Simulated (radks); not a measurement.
All-electron atom: Zn+ in [Ar] 3d10 4s1 (the NIST ground configuration).

Method: scalar-relativistic Kohn-Sham, exchange-only LDA, spin-unpolarised, spherical densities, point nucleus; computed with a radial shooting solver on a logarithmic mesh with Libxc functionals.

Energy parts (eV):
| part | energy |
|---|---|
| total | -48717.364 |
| kinetic | 49524.884 |
| electron-nucleus | -117319.354 |
| Hartree | 20869.514 |
| exchange | -1792.408 |

Orbitals (lengths in bohr, moments of r in powers of bohr; <r^-3> diverges for s and p1/2; r(max) is where P^2 peaks; r(90%) holds 90 % of the orbital's charge):
| orbital | occ. | eigenvalue (eV) | r(90%) | <r> | <r^-3> | r(max) |
|---|---|---|---|---|---|---|
| 1s | 2 | -9514.538 | 0.0900 | 0.05038 | - | 0.03296 |
| 2s | 2 | -1163.958 | 0.351 | 0.2266 | - | 0.1896 |
| 2p | 6 | -1011.206 | 0.325 | 0.1985 | 793.3 | 0.1521 |
| 3s | 2 | -136.7647 | 1.03 | 0.6828 | - | 0.5888 |
| 3p | 6 | -91.4205 | 1.11 | 0.7147 | 103.1 | 0.5922 |
| 3d | 10 | -18.5817 | 1.59 | 0.9023 | 9.511 | 0.5641 |
| 4s | 1 | -13.2243 | 3.65 | 2.413 | - | 1.992 |
| 4p | 0 | -7.0808 | 4.92 | 3.191 | 4.125 | 2.568 |
| 5s | 0 | -3.2004 | 9.99 | 6.814 | - | 6.057 |

The highest occupied level is 4s at -13.224 eV. For comparison, the ionisation energy in NIST's Atomic Spectra Database is 17.964 eV (measured). In exact Kohn-Sham theory the highest level is minus the ionisation energy, but local and semilocal functionals leave it too shallow, through self-interaction and a potential that decays too fast; potentials with the right tail come closer. Summed over all electrons, <r^2> = 22.78 bohr^2, which gives a Langevin (diamagnetic) susceptibility term of -18 x 10^-6 cm^3/mol. The density falls to 0.001 e/bohr^3 at r = 3.65 bohr.

Beside tabulated values, note that spin-unpolarised runs miss the spin-polarisation part of the exchange energy of open shells.
